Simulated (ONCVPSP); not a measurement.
# magnesium (Mg): variants of one ONCV potential

Base potential:

| Quantity | Value |
| --- | --- |
| Element | Mg (Z = 12) |
| Generator | ONCVPSP 4.0.1 |
| Type | optimised norm-conserving Vanderbilt (ONCV) |
| Functional | PBEsol |
| Relativity | scalar-relativistic |
| Frozen core | [He] 2s2 |
| Valence charge | 8 |
| Reference configuration | 2p6 3s2 |
| Partial waves | 3s: rc 2.40 bohr, ncon 4, nbas 7, qcut 2.2 1/bohr, 2 projectors, debl 1.8 Ha; 2p: rc 1.20 bohr, ncon 4, nbas 8, qcut 13.7 1/bohr, local; d scattering state at 0.34 Ha: rc 2.05 bohr, ncon 4, nbas 9, qcut 4.4 1/bohr, 1 projector |
| Local potential | the p channel |
| Core correction | none |

All-electron outer shells of the reference configuration (PBEsol, scalar-relativistic, ld1.x):

```
shell  level (eV)  outermost node (bohr)  outermost maximum (bohr)
   2s      -79.59                   0.18                      0.55
   2p      -46.55                      –                      0.48
   3s       -4.68                   0.90                      2.56
```

Cutoffs, loose and tight: the cutoffs (Ha) at which the residual kinetic energy of the hardest occupied pseudo-wave falls to 1 and 0.1 mHa per electron. They do not see the model core or the augmentation charge, which bear on the density cutoff. Test errors are all-electron minus pseudo excitation energies from the reference, over the configurations 2p6 3s1; 2p6 3s0; 2p6 3s1.5; 2p6 3s1 3p1. A dash means not determined; rows that change the core or the reference have their own tests.

A true bound ghost makes a file unfit for plane-wave use even where its test errors are small: the radial tests pick states by their node count and pass the ghost by.

| change | outcome | cutoff, loose | cutoff, tight | bound ghosts | GHOST(+) flags above zero | largest test error (meV) |
| --- | --- | --- | --- | --- | --- | --- |
| base | generated | 63 Ha | 72 Ha | s | none | -85 |
| all radii scaled by about 0.93 (s 2.24, p 1.12, d 1.92 bohr) | generated | 66 Ha | 76 Ha | s | d | -66 |
| d: nbas 7 | generated | 63 Ha | 72 Ha | s | none | -85 |
| p: qcut 20.7 | failed: ERROR pspot: first pseudo wave function has node, program will stop | – | – | – | – | – |
| reference 2p6 3s1.5 3p0.5; wave 2p: rc 1.20 bohr, ncon 4, nbas 8, qcut 13.7 1/bohr, local becomes 2p+3p: rc 1.20 bohr, ncon 4, nbas 8, qcut 13.7 1/bohr, local | generated | 63 Ha | 72 Ha | s | none | -186 |
| core correction Teter function, fcfact 5.75, rcfact 1.5 | generated | 63 Ha | 72 Ha | s | none | -85 |
| core [He], valence charge 10; reference 2s2 2p6; waves now 2s: rc 0.70 bohr, ncon 4, nbas 9, qcut 7.2 1/bohr, 2 projectors, debl 3.6 Ha; 2p: rc 0.90 bohr, ncon 4, nbas 7, qcut 12.8 1/bohr, 3 projectors, debl 0.4 Ha; d scattering state at 0.14 Ha: rc 0.95 bohr, ncon 3, nbas 8, qcut 12.1 1/bohr, 2 projectors, debl 3.3 Ha; local potential polynomial inside 0.45 bohr (lpopt 5, dvloc0 -1 Ha) | generated, projector energies reset by the program | 435 Ha | 509 Ha | p | none | +0.5 |
| d: ncon 5, nbas 10 | generated | 63 Ha | 72 Ha | s | none | -85 |
| d: rc 3.02 | generated | 63 Ha | 72 Ha | s | d | -85 |
| d: qcut 6.3 | generated | 63 Ha | 72 Ha | s | none | -85 |
| p: nproj 1; local potential polynomial inside 1.00 bohr (lpopt 2, dvloc0 0 Ha) | generated | 63 Ha | 72 Ha | none | s | -43 |
